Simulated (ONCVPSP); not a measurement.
# hydrogen (H): ONCV pseudisation with LDA (Perdew-Zunger), scalar-relativistic reference atom.

ONCVPSP 4.0.1 was run on this input:

```
# ATOM AND REFERENCE CONFIGURATION
# atsym  z   nc   nv     iexc    psfile
  H 1.00    0    1        3      upf
#
#   n    l    f
    1    0    1.00
#
# PSEUDOPOTENTIAL AND OPTIMIZATION
# lmax
    1
#
#   l,   rc,      ep,       ncon, nbas, qcut
    0    0.75    0.00    4    8   11.00
    1    0.70    0.32    4    8   11.90
#
# LOCAL POTENTIAL
# lloc, lpopt,  rc(5),   dvloc0
    4    3    0.45    0.00
#
# VANDERBILT-KLEINMAN-BYLANDER PROJECTORs
# l, nproj, debl
    0    2    1.00
    1    3    1.80
#
# MODEL CORE CHARGE
# icmod, fcfact, rcfact
    0    0.00    0.00
#
# LOG DERIVATIVE ANALYSIS
# epsh1, epsh2, depsh
   -2.00    5.00    0.02
#
# OUTPUT GRID
# rlmax, drl
    6.00    0.01
#
# TEST CONFIGURATIONS
# ncnf
    1
# nvcnf
#   n    l    f
    1
    1    0    0.50
#
```

Command:

```bash
oncvpsp.x < H.dat > H.out
```

Resulting log (shortened: citation, most of the input echo, consistency checks and plot data are left out):

```
ONCVPSP  (Optimized Norm-Conservinng Vanderbilt PSeudopotential)
scalar-relativistic version 4.0.1

#   n    l    f        energy (Ha)
    1    0    1.00    -2.3366417E-01

Reference configufation results
  iterations    20
  all-electron total energy (Ha)   -4.45898895D-01

Begin loop to  construct optimized pseudo wave functions
and semi-local pseudopoentials for all angular momenta

   Wellstate for l =  0  n =  2
     eigenvalue =   0.7663
     asymptotic potential =   1.2663
     half-point radius =  3.2188

Calculating optimized projector #   1

 for l=   0

    Fraction of norm inside rc  0.165838
    Optimizing pswf for qcut=  11.02 a_B^-1,  ecut=  60.73 Ha
    Residual kinetic energy error=  6.62D-06 Ha

    Energy error per electron        Cutoff
         Ha          eV             Ha
         0.01000     0.27211       10.53
         0.00100     0.02721       26.60
         0.00010     0.00272       43.05
         0.00001     0.00027       57.77

Calculating optimized projector #   2

 for l=   0

    Fraction of norm inside rc  0.112670
    Optimizing pswf for qcut=  11.02 a_B^-1,  ecut=  60.73 Ha
    Residual kinetic energy error=  6.41D-06 Ha

    Energy error per electron        Cutoff
         Ha          eV             Ha
         0.01000     0.27211       10.83
         0.00100     0.02721       26.81
         0.00010     0.00272       43.73
         0.00001     0.00027       58.06

   Wellstate for l =  1  n =  2
     eigenvalue =   0.3200
     asymptotic potential =   0.8200
     half-point radius =  4.2590

   Wellstate for l =  1  n =  3
     eigenvalue =   2.1200
     asymptotic potential =   2.6200
     half-point radius =  2.7334

   Wellstate for l =  1  n =  4
     eigenvalue =   3.9200
     asymptotic potential =   4.4200
     half-point radius =  2.8086

Calculating optimized projector #   1

 for l=   1

    Fraction of norm inside rc  0.004075
    Optimizing pswf for qcut=  11.90 a_B^-1,  ecut=  70.82 Ha
    Residual kinetic energy error=  4.81D-08 Ha

    Energy error per electron        Cutoff
         Ha          eV             Ha
         0.01000     0.27211        1.63
         0.00100     0.02721        4.07
         0.00010     0.00272       10.92
         0.00001     0.00027       24.51

Calculating optimized projector #   2

 for l=   1

    Fraction of norm inside rc  0.025003
    Optimizing pswf for qcut=  11.90 a_B^-1,  ecut=  70.82 Ha
    Residual kinetic energy error=  4.23D-07 Ha

    Energy error per electron        Cutoff
         Ha          eV             Ha
         0.01000     0.27211        5.65
         0.00100     0.02721       10.72
         0.00010     0.00272       24.45
         0.00001     0.00027       44.25

Calculating optimized projector #   3

 for l=   1

    Fraction of norm inside rc  0.033077
    Optimizing pswf for qcut=  11.90 a_B^-1,  ecut=  70.82 Ha
    Residual kinetic energy error=  9.58D-07 Ha

    Energy error per electron        Cutoff
         Ha          eV             Ha
         0.01000     0.27211        8.15
         0.00100     0.02721       14.25
         0.00010     0.00272       30.62
         0.00001     0.00027       51.29

Construct Vanderbilt / Kleinmman-Bylander projectors

B matrix Hermiticity error, ll=   0
   1   2    1.2818E-05

  Orthonormal projector coefficients -4.3481E+00 -9.0469E-01

B matrix Hermiticity error, ll=   1
   1   2    2.2404E-06
   1   3   -6.9950E-06
   2   3    1.1026E-05

  Orthonormal projector coefficients -3.7400E+02 -3.0451E+00 -2.1392E-01

Pseudoatom total energy   -0.445878

Diagnostic tests using Vanderbilt-Kleinman-Bylander pseudopotentials
  1 or more projectors used as specified by nproj input data

   l    rcore       rmatch      e in        delta e   norm test  slope test

   0   0.7525286   0.7753770  -0.2336642  -0.0000036   1.0000034   1.0000064
   0   0.7525286   0.7753770   0.7663358  -0.0000018   1.0000509   1.0000509

   1   0.7004018   0.7216675   0.3200000  -0.0125937   1.0003141   1.0003141
   1   0.7004018   0.7216675   2.1200000  -0.0136108   1.0003874   1.0003874
   1   0.7004018   0.7216675   3.9200000  -0.0147530   1.0004818   1.0004818

 Testing for bound ghosts
   n   l    E NL Schr. Eq   E Basis Diag.   E Cutoff

   1   0       -0.233668        0.043867    459.61

 Testing for highly-localized positive-energy ghosts
       l    <radius>/rc     E Basis Diag.   E Cutoff

       1        0.868388       59.020727    798.06  WARNING - GHOST(+)

Test configuration 0

   n   l     f        eae           eps        diff
   1   0  1.0000   -0.23366417   -0.23366773   -3.56D-06

    Total energies and differences
      AE_ref= -4.45898895D-01  AE_tst= -4.45898895D-01  dif=  0.00D+00
      PS_ref= -4.45878468D-01  PS_tst= -4.45878468D-01  dif=  0.00D+00
      PSP excitation error=  0.00D+00

Test configuration 1

   n   l     f        eae           eps        diff
   1   0  0.5000   -0.45334714   -0.45332798    1.92D-05

    Total energies and differences
      AE_ref= -4.45898895D-01  AE_tst= -2.75206360D-01  dif=  1.71D-01
      PS_ref= -4.45878468D-01  PS_tst= -2.75188384D-01  dif=  1.71D-01
      PSP excitation error=  2.45D-06
```

The run took about 3.1 s on one core of a shared server CPU.
